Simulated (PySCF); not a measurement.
**Spinor energies of Bi⁺ (bismuth, charge +1)**

Start: [Xe] 4f14 5d10 6s1 6p3; 6s1/2 filled at m_j = +1/2; 6p3/2 filled at m_j = -1/2, +1/2, +3/2. Calculated with PySCF 2.14 in x2c-SVPall-2c with one added diffuse shell each of s, p type (8s12p7d2f, 93 functions): generalised Hartree-Fock with the X2C-1e Hamiltonian and a Gaussian nucleus; one run each with spin-orbit coupling (SO) switched off, then screened by Boettger's factors. This is a chosen level, not necessarily the ground level.

```csv
spinor shell,electrons,"ε, spin-free (eV)","ε, screened SO (eV)",weight of nominal j (screened SO),"rms radius, screened SO (bohr)"
1s1/2,2,-91053.9,-91011.5,1.000,0.0178
2s1/2,2,-16528.0,-16514.2,1.000,0.0718
2p1/2,2,-14162.6,-15844.0,1.000,0.0606
2p3/2,4,-14162.6,-13518.6,1.000,0.0691
3s1/2,2,-4070.7,-4065.7,1.000,0.183
3p1/2,2,-3384.9,-3763.7,1.000,0.175
3p3/2,4,-3384.9,-3235.8,1.000,0.192
3d3/2,4,-2681.3,-2744.9,1.000,0.168
3d5/2,6,-2681.3,-2634.1,1.000,0.172
4s1/2,2,-981.72,-979.85,1.000,0.401
4p1/2,2,-753.28,-847.19,1.000,0.404
4p3/2,4,-753.28,-715.52,1.000,0.438
4d3/2,4,-485.29,-498.80,1.000,0.450
4d5/2,6,-485.29,-474.27,1.000,0.455
5s1/2,2,-191.38,-190.75,1.000,0.891
4f5/2,6,-189.03,-190.97,1.000,0.479
4f7/2,8,-189.03,-185.61,1.000,0.481
5p1/2,2,-124.81,-142.69,1.000,0.950
5p3/2,4,-124.81,-117.32,1.000,1.04
5d3/2,4,-45.382,-46.887,0.980,1.30
5d5/2,6,-45.382,-43.643,0.987,1.32
6s1/2,1,-31.109,-30.767,1.000,2.32
6p3/2,3,-17.232,-17.362,0.533,2.87
```

| quantity | spin-free | screened SO |
| --- | --- | --- |
| E (hartree) | -21512.10642 | -21553.08507 |
| M_J | 2 | 2 |
| ⟨J²⟩ | 6.007 | 6.012 |
| ⟨L²⟩ | 0.000 | 0.418 |
| ⟨S²⟩ | 6.007 | 5.800 |

Each row is a mean over spinors that exchange with the open shell spreads, by up to 2.216 eV (6p3/2).

Rows whose weight is well below 1 are mixtures of j = l ± 1/2: exchange outweighs spin-orbit coupling there, and the label is only the starting occupation.

Breit and QED terms are absent; they matter most for the inner s and p1/2 levels.

Densities and radii are taken from the X2C orbitals without a picture-change correction, which distorts them close to the nucleus.

Without spin-orbit coupling the j labels of p, d and f shells carry no meaning; the spin-free column gives the mean over the occupied spinors of each nl shell.
